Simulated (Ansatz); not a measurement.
C2H6N (SMILES C[CH]N), doublet, at a GFN2-xTB geometry, with bond 5-1 at 1.25 times its length; Ansatz (an electronic-structure program) with HF/def2-SV(P).

Ansatz was given this input:
Ansatz 0.2 input:
```yaml
crystal:
  periodic: [false, false, false]
  atoms:
    - {symbol: C, position_ang: [1.23129600, -0.25669769, -0.09655273]}
    - {symbol: C, position_ang: [-0.05799116, 0.17393746, 0.49940779]}
    - {symbol: N, position_ang: [-1.20100732, 0.14966202, -0.31016964]}
    - {symbol: H, position_ang: [1.64723200, 0.48863493, -0.78864494]}
    - {symbol: H, position_ang: [2.15234195, -0.46338415, 0.88330758]}
    - {symbol: H, position_ang: [1.10338449, -1.18365188, -0.65721155]}
    - {symbol: H, position_ang: [-0.05524989, 0.94758192, 1.24931036]}
    - {symbol: H, position_ang: [-2.06668125, 0.26362547, 0.19896649]}
    - {symbol: H, position_ang: [-1.22959588, -0.64521633, -0.93569883]}
basis:
  gaussian:
    orbitals: def2-SV_P_.json
hamiltonian:
  xc: hf
magnetization: {spin_polarized: true, initial_magnetization: 1}
scf: {lower_state_search: off}
```
The basis file holds def2-SV(P) in the JSON format of the Basis Set Exchange.

Q: What does Ansatz print? Leave out banner, timings and long lists.

A: 
```
Functional definition: HF
these checks for a lower state are left out or cut short: stability, starts, cluster_reference, orbital_swaps, neighbouring_geometries, increment
628 factors; integrals over basis functions are off by at most 6.4e-4 eV
mean field evaluation 1: about -3629.7460 eV, gradient 2.0e1 eV
mean field evaluation 2: about -3629.7469 eV, gradient 2.0e1 eV
mean field evaluation 4: about -3632.1434 eV, gradient 2.5e0 eV
mean field evaluation 8: about -3632.2136 eV, gradient 1.9e-1 eV
mean field -3632.21461641 eV, -133.4814251496 hartree, gradient 2.0e-6 eV, S^2 0.761468; 0 other end points of the search recorded, 0 dependent functions left out
reference -3632.21461641 eV, -133.4814251496 hartree; 13, 12 occupied and 41, 42 virtual orbitals, 628 factors
Total energy: -3632.21461641 eV, -133.4814251496 hartree
Checks for a lower state left out: stability, starts, cluster_reference, orbital_swaps, neighbouring_geometries, increment
```
